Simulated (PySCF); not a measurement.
SiOF2, SMILES O=[Si](F)F. The structure is a stationary point at B3LYP-D3(BJ)/def2-TZVP.

TDDFT-PBE/def2-SVPD (PySCF) puts the lowest singlet excitations at 4.86, 5.42, 6.13, 6.64, 7.87, 8.08 eV.

Task: What are the lowest excitation roots from PySCF with ADC(2)/aug-cc-pVDZ? (The exact figures need the calculation; the answer reports its results.)

Result: 5.16, 5.69, 6.49, 7.10, 7.78, 8.47 eV. S1 differs by 0.31 eV (second minus first; roots are paired by order, and the bases may differ).
